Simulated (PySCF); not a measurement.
Method: PySCF, PBE0, basis Mo def2-TZVP with ECP28, O def2-TZVP (scalar-relativistic core potentials, no spin–orbit coupling, density fitting).

Each entry is the lowest minimum that a search over a few typed start shapes (and spin states, where more than one is plausible) found, or that minimum re-optimised at the stated level; isomers with ligand–ligand bonds, or fragments after loss of a ligand pair, can lie lower. Open shells are unrestricted.

[MoO2]+ is a doublet of C2v symmetry with Mo–O 1.643 Å (×2); O–Mo–O 105.6°. Its wavenumbers are 372, 1042, 1119 cm⁻¹.

What changes when one electron is removed, giving MoO₂²⁺?

It costs 16.38 eV between the minima (16.40 eV with zero-point energy). MoO₂²⁺ is a singlet of C2v symmetry with Mo–O 1.605 Å (×2); O–Mo–O 101.3°; wavenumbers 476, 1124, 1182 cm⁻¹.
